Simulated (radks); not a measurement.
Lu2+, configuration [Xe] 4f14 6s1.

Method: Dirac Kohn-Sham, Slater X-alpha with alpha = 0.94, spin-unpolarised, spherical densities, point nucleus; computed with a radial shooting solver on a logarithmic mesh with Libxc functionals.

Energy parts (eV):
| part | energy |
|---|---|
| total | -399513.86 |
| kinetic | 445508.13 |
| electron-nucleus | -990496.77 |
| Hartree | 156522.96 |
| exchange | -11048.18 |

Orbitals (lengths in bohr, moments of r in powers of bohr; <r^-3> diverges for s and p1/2):
orbital  occ.  eigenvalue (eV)      <r^2>      <r>  <r^-3>   <1/r>
1s1/2       2        -63416.53  0.0005109  0.01930       -   82.32
2s1/2       2        -10846.15   0.007822  0.08104       -   19.94
2p1/2       2        -10369.65   0.005603  0.06718       -   19.92
2p3/2       4        -9241.283   0.006807  0.07479   14260   17.01
3s1/2       2        -2482.440    0.05119   0.2113       -   7.326
3p1/2       2        -2268.898    0.04706   0.2010       -   7.247
3p3/2       4        -2027.168    0.05372   0.2152    3184   6.495
3d3/2       4        -1661.693    0.04182   0.1887   549.1   6.391
3d5/2       6        -1608.577    0.04366   0.1930   473.2   6.209
4s1/2       2        -513.4529     0.2556   0.4755       -   3.071
4p1/2       2        -425.6605     0.2647   0.4819       -   2.964
4p3/2       4        -370.4550     0.3014   0.5145   727.1   2.701
4d3/2       4        -225.0371     0.3336   0.5360   108.6   2.484
4d5/2       6        -214.8699     0.3478   0.5474   91.72   2.420
5s1/2       2         -83.2723      1.493    1.152       -   1.164
5p1/2       2         -58.3298      1.853    1.278       -   1.035
5p3/2       4         -50.8899      2.160    1.380   96.23  0.9455
4f5/2       6         -35.1663     0.6005   0.6820   15.26   1.901
4f7/2       8         -33.5227     0.6247   0.6944   14.53   1.872
6s1/2       1         -18.8879      9.605    2.932       -  0.4345

The highest occupied level is 6s1/2 at -18.888 eV. The density falls to 0.001 e/bohr^3 at r = 3.96 bohr. For comparison, the ionisation energy in NIST's Atomic Spectra Database is 20.959 eV (measured). In exact Kohn-Sham theory the highest level is minus the ionisation energy, but local and semilocal functionals leave it too shallow, through self-interaction and a potential that decays too fast; potentials with the right tail come closer.

Beside tabulated values, note that spin-unpolarised runs miss the spin-polarisation part of the exchange energy of open shells.
